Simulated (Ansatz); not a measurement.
Consider the redistribution: `O=C[SiH](O)Cl` + `B[C](=C)[AlH][CH3]` → `B[SiH](O)C=O` + `C=[C](Cl)[AlH][CH3]`.

Calculated with Ansatz (gas phase, PBE0-D4/def2-TZVP geometries, no zero-point term in ΔE). CCSD(T)/CBS is the MP2 limit (def2-TZVPP, def2-QZVPP) plus CCSD(T) − MP2 in def2-TZVPP, frozen cores. DFT in def2-TZVPP. B3LYP here is the variant with VWN-RPA as its local correlation; programs differ in this. Each species was taken in one conformer, which may not be the lowest.

`O=C[SiH](O)Cl`:

Cartesian coordinates in Å:
```
O 0.722 -1.795 -0.175
C 0.505 -0.943 0.653
Si -0.383 0.655 0.062
O -0.783 0.366 -1.486
Cl 0.991 2.159 0.281
H 0.850 -1.089 1.701
H -1.581 1.035 0.836
H -0.321 -0.388 -1.871
```

`B[C](=C)[AlH][CH3]`:

```xyz
13

B     1.138   -1.029    1.142
C     0.109    0.109    0.980
C    -0.240    0.767    2.105
Al   -0.720    0.659   -0.703
C    -0.288   -0.228   -2.384
H     1.511   -1.692    0.214
H     1.589   -1.271    2.231
H     0.186    0.509    3.077
H    -0.960    1.587    2.117
H    -1.763    1.864   -0.616
H    -0.803    0.205   -3.245
H    -0.548   -1.291   -2.337
H     0.789   -0.188   -2.579
```

`B[SiH](O)C=O`:

Z-matrix (Å, degrees):
```
Si
O 1 1.642
C 1 1.932 2 103.7
B 1 1.998 2 116.2 3 -122.7
H 1 1.497 2 112.3 3 112.7
H 2 0.964 1 112.6 3 -7.0
O 3 1.208 1 117.9 2 0.1
H 3 1.114 1 122.6 2 179.0
H 4 1.194 1 123.3 2 -7.0
H 4 1.197 1 118.6 2 173.3
```

`C=[C](Cl)[AlH][CH3]`:

```xyz
11

C    -1.181   -1.338   -0.734
C    -0.122   -0.723   -1.258
Cl    0.357   -1.131   -2.891
Al    0.931    0.620   -0.296
C     0.369    1.055    1.519
H    -1.491   -1.095    0.278
H    -1.764   -2.082   -1.268
H     2.170    1.282   -1.026
H     1.017    1.798    1.987
H     0.367    0.165    2.157
H    -0.653    1.450    1.532
```

Q: Is it downhill or uphill in electronic energy at CCSD(T)/CBS, and by how much? (Estimate.)

A: The calculation gave: Uphill: ΔE = +47.2 kcal/mol.

Q: What do these levels give: PBE-D4, r2SCAN-D4, PBE0-D4, B3LYP-D4, PBE, PBE0, B3LYP, MP2/def2-TZVPP, CCSD(T)/def2-TZVPP, SCS-MP2/def2-QZVPP, MP2/CBS(def2), CCSD/CBS(def2)? (An estimate is asked.)

A: Ansatz gave: PBE-D4 42.0, r2SCAN-D4 45.1, PBE0-D4 45.1, B3LYP-D4 45.8, PBE 41.8, PBE0 45.0, B3LYP 45.5, MP2/def2-TZVPP 49.8, CCSD(T)/def2-TZVPP 46.9, SCS-MP2/def2-QZVPP 49.0, MP2/CBS(def2) 50.1, CCSD/CBS(def2) 47.5 kcal/mol.

Largest T1 diagnostic among the species: 0.016.

From PBE to PBE0 (25 % exact exchange), in def2-TZVPP and without D4, ΔE moves by +3.2 kcal/mol.
